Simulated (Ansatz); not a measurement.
Born–Oppenheimer molecular dynamics of CH$_{4}$F$_{2}$O$_{2}$Si (10 atoms, charge 0, multiplicity 1). It starts from a relaxed structure.

These are results of Ansatz, RKS PBE0-D4/def2-SVP, not measurements.

```yaml
ensemble: NVE (velocity Verlet)
time_step: 0.5 fs
steps_asked: 150
starting_velocities_drawn_for: 700 K
seed: 879165
```

First frame:

```xyz
10
Properties=species:S:1:pos:R:3
Si -0.130 -0.061 0.020
O -0.041 -0.415 1.596
C -1.091 -0.402 2.532
H -1.730 -1.296 2.426
H -0.656 -0.406 3.541
H -1.720 0.497 2.424
F 1.364 0.117 -0.524
O -1.030 1.283 -0.194
H -1.311 1.516 -1.084
F -0.759 -1.263 -0.843
```

Task: How far do the bonds stretch over the last three quarters of this one trajectory? (Pairs bonded in most of those frames.)

Result: 
```csv
bond,mean (Å),spread (Å),shortest,longest
Si1–O2,1.626,0.007,1.61,1.64
Si1–F7,1.604,0.014,1.58,1.63
Si1–O8,1.636,0.011,1.62,1.65
Si1–F10,1.607,0.018,1.58,1.64
O2–C3,1.422,0.015,1.40,1.44
C3–H4,1.112,0.040,1.04,1.18
C3–H5,1.104,0.045,1.04,1.17
C3–H6,1.106,0.024,1.07,1.15
O8–H9,0.969,0.045,0.90,1.03
```

Mean temperature of the second half: 340 K. The conserved energy stayed within 0.68 meV per atom of its start (net change 0.33 meV per atom), so the integration is sound. Over the second half the temperature averaged 0.49 of the 700 K drawn at the start: a run that starts near a minimum puts about half its kinetic energy into the potential. A run of 0.075 ps of so small a system gives no equilibrium averages.

Run time: 7 min on 2 threads of Arm Neoverse V2, on a shared host, peak memory 0.23 GiB.
